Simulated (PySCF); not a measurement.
**Basis and Hamiltonian dependence of the excitation energy of Te²⁺**

Te²⁺ [Kr] 4d10 5s2 5p2 (3P) → Te²⁺ [Kr] 4d10 5s1 5p3 (5S). All values are computed (PySCF 2.14, energy differences of UHF-based or UKS calculations, no spin-orbit coupling). Values in eV.

```json
{"basis": "aug-cc-pVDZ-PP with ECP28MDF", "Hamiltonian": "ECP", "functions": "32", "UHF": "5.397", "r2SCAN": "7.103", "PBE0": "7.488", "MP2 (valence)": "6.074", "CCSD(T) (valence)": "6.357"}
{"basis": "aug-cc-pwCVDZ-PP with ECP28MDF", "Hamiltonian": "ECP", "functions": "48", "UHF": "5.392", "r2SCAN": "7.118", "PBE0": "7.497", "MP2 (valence)": "6.143", "CCSD(T) (valence)": "6.422"}
{"basis": "x2c-TZVPPall", "Hamiltonian": "spin-free X2C", "functions": "60", "UHF": "5.398", "r2SCAN": "6.976", "PBE0": "7.404", "MP2 (valence)": "6.203", "CCSD(T) (valence)": "n/a"}
{"basis": "aug-cc-pVTZ-PP with one added diffuse shell each of d, f type with ECP28MDF", "Hamiltonian": "ECP", "functions": "67", "UHF": "5.365", "r2SCAN": "7.091", "PBE0": "7.482", "MP2 (valence)": "6.218", "CCSD(T) (valence)": "6.472"}
{"basis": "cc-pVQZ-PP with ECP28MDF", "Hamiltonian": "ECP", "functions": "67", "UHF": "5.358", "r2SCAN": "n/a", "PBE0": "n/a", "MP2 (valence)": "6.292", "CCSD(T) (valence)": "6.521"}
{"basis": "aug-cc-pVQZ-PP with ECP28MDF", "Hamiltonian": "ECP", "functions": "92", "UHF": "5.358", "r2SCAN": "7.096", "PBE0": "7.482", "MP2 (valence)": "6.297", "CCSD(T) (valence)": "6.524"}
{"basis": "aug-cc-pwCVTZ-PP with ECP28MDF", "Hamiltonian": "ECP", "functions": "96", "UHF": "5.370", "r2SCAN": "7.112", "PBE0": "7.500", "MP2 (valence)": "6.272", "CCSD(T) (valence)": "6.513"}
{"basis": "aug-cc-pVQZ-DK3", "Hamiltonian": "spin-free X2C", "functions": "102", "UHF": "5.371", "r2SCAN": "6.967", "PBE0": "7.400", "MP2 (valence)": "6.294", "CCSD(T) (valence)": "6.519"}
{"basis": "x2c-QZVPPall", "Hamiltonian": "spin-free X2C", "functions": "112", "UHF": "5.365", "r2SCAN": "6.972", "PBE0": "7.399", "MP2 (valence)": "6.288", "CCSD(T) (valence)": "6.513"}
{"basis": "aug-cc-pVQZ-PP with one added diffuse shell each of s, p, d, f, g type with ECP28MDF", "Hamiltonian": "ECP", "functions": "117", "UHF": "5.358", "r2SCAN": "7.096", "PBE0": "7.482", "MP2 (valence)": "6.298", "CCSD(T) (valence)": "n/a"}
{"basis": "aug-cc-pwCVTZ-DK3 with one added diffuse shell each of s, p, d, f type", "Hamiltonian": "spin-free X2C", "functions": "125", "UHF": "5.373", "r2SCAN": "6.976", "PBE0": "7.412", "MP2 (valence)": "6.268", "CCSD(T) (valence)": "n/a"}
{"basis": "dyall-av2z", "Hamiltonian": "non-relativistic", "functions": "130", "UHF": "4.117", "r2SCAN": "5.603", "PBE0": "6.055", "MP2 (valence)": "4.880", "CCSD(T) (valence)": "5.197"}
```

Frozen in the all-electron rows: valence: [Kr] 4d10; with a core potential, the same shells as far as they lie outside it.

Non-relativistic rows lack the scalar-relativistic shift.
